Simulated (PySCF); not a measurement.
## EPR parameters of C4H12NSi2

C4H12NSi2 (doublet state).
Z-matrix (Å and degrees, GFN2-xTB geometry), rows numbered from 1:
```
Si
Si  1  2.2782
N   2  1.7341  1  109.13
C   3  1.4412  2  123.83  1   170.33
C   4  1.5137  3  112.67  2    83.48
C   5  1.4975  4  120.44  3   154.51
C   6  1.4987  5   60.05  4  -108.87
H   1  1.4694  2  108.86  3    70.00
H   1  1.4659  2  105.79  3  -174.64
H   1  1.4713  2  123.91  3   -53.48
H   2  1.4764  1  120.79  3   115.77
H   3  1.0100  2  116.78  1   -44.76
H   4  1.0929  3  107.56  2   -37.44
H   4  1.0968  3  109.16  2  -154.65
H   5  1.0840  4  112.59  3   -59.74
H   6  1.0797  5  117.92  7   108.05
H   6  1.0790  5  118.54  7  -108.32
H   7  1.0796  5  118.79  6   108.24
H   7  1.0803  5  118.11  6  -107.60
```

The hyperfine couplings belong to this conformer and change with its torsions.

The species is `[SiH3][SiH]NCC1CC1` [radical].

Computed with PySCF, UKS B3LYP, pcH-1 on C H N Si, non-relativistic, mean-field spin-orbit, GIAO. Isolated species at its GFN2-xTB geometry (one conformer only). The geometry wasn't refined by DFT: couplings that depend on bond lengths, twists or pyramidal angles can differ widely from those at the functional's own minimum, by a factor of two or more for some ions and for spin on atoms past the first row. Stability of the SCF solution: not tested.

| Item | Value |
| --- | --- |
| g1, g2, g3 | 2.00199, 2.00280, 2.00457 |
| g_iso | 2.00312 |
| Form of g | rhombic: the two nearest values differ by 31 % of g3 − g1 |
| ⟨S²⟩ | 0.7529 (exact 0.7500) |
| α and β electrons | 36, 35 |
| HOMO–LUMO gap, α and β orbitals | 4.65, 4.73 eV |
| Basis functions | 315 |

Isotropic coupling and dipolar principal values T1 to T3, in MHz; ρ(0) is the spin density at the nucleus:

```csv
atom,isotope,a_iso,of which spin–orbit,T1,T2,T3,Mulliken spin population,ρ(0) (bohr⁻³)
Si1,29Si,-101.2,0.1,-17.4,6.5,10.9,0.06,0.1139
Si2,29Si,-373.0,0.8,-128.1,63.2,64.9,0.71,0.4206
N3,14N,9.4,0.0,-11.4,-11.2,22.6,0.18,0.0290
C4,13C,-6.6,0.0,-1.0,-0.3,1.3,-0.01,-0.0059
C5,13C,3.5,0.0,-1.8,-0.9,2.8,0.01,0.0031
C6,13C,-0.7,0.0,-0.3,-0.2,0.5,0.00,-0.0006
C7,13C,0.1,0.0,-0.3,-0.2,0.5,0.00,0.0001
H8,1H,-4.2,0.0,-2.6,-1.2,3.8,-0.01,-0.0009
H9,1H,-5.5,0.0,-2.7,-1.2,3.9,0.00,-0.0012
H10,1H,70.4,0.0,-2.4,-0.4,2.8,0.04,0.0158
H11,1H,60.8,0.0,-7.0,0.6,6.4,0.02,0.0136
H12,1H,-13.4,0.0,-12.5,-4.0,16.5,-0.01,-0.0030
H13,1H,0.7,0.0,-2.4,-1.6,4.0,0.00,0.0002
H14,1H,17.1,0.0,-2.1,-1.9,4.1,0.01,0.0038
H15,1H,0.1,0.0,-3.0,-1.0,3.9,0.00,0.0000
H16,1H,0.4,0.0,-0.6,-0.5,1.1,0.00,0.0001
H17,1H,1.2,0.0,-0.6,-0.4,0.9,0.00,0.0003
H18,1H,0.2,0.0,-0.7,-0.6,1.3,0.00,0.0000
H19,1H,0.9,0.0,-0.8,-0.8,1.6,0.00,0.0002
```

The largest Mulliken spin populations are on Si2 (+0.71), N3 (+0.18) and Si1 (+0.06). The angles at Si2 add up to 330.6°, so it is pyramidal.

Axes: g2 points within 9° of the Si1–Si2 bond.

Under fast tumbling the dipolar parts average out, and these isotropic splittings remain: 1 × 1H (H11, I = 1/2, 2 lines) with 2.17 mT, 3 × 1H (H8/H9/H10, I = 1/2, 4 lines) with 0.72 mT, 1 × 1H (H12, I = 1/2, 2 lines) with 0.48 mT, 1 × 14N (N3, I = 1, 3 lines) with 0.33 mT and 2 × 1H (H13/H14, I = 1/2, 3 lines) with 0.32 mT.

Means are taken over nuclei equivalent by connectivity, which assumes that they swap fast. The three 1H nuclei of mean +20.3 MHz run from -5.5 to 70.4 MHz in the frozen geometry. The 1H value of +8.9 MHz is a mean of couplings from 0.7 to 17.1 MHz in this one geometry, not an average over conformers.

The 13C coupling of C4 (-6.6 MHz) shows only in satellite lines or after enrichment, since that isotope makes up about 1.07 % of natural carbon.

The 29Si coupling of Si2 (-373.0 MHz) shows only in satellite lines or after enrichment, since that isotope makes up about 4.7 % of natural silicon.

The spin density at the nucleus, in bohr⁻³, is negative for C4 (-0.0059) and H12 (-0.0030), for instance. A restricted open-shell determinant has no negative spin density anywhere; here it arises because α and β orbitals differ (spin polarisation).

The run took 2.1 min wall (grids of density and orbitals included) on Arm Neoverse V2, one thread, shared host with 96 logical CPUs at a one-minute load of 42, and the process peaked at 1.1 GiB of memory.
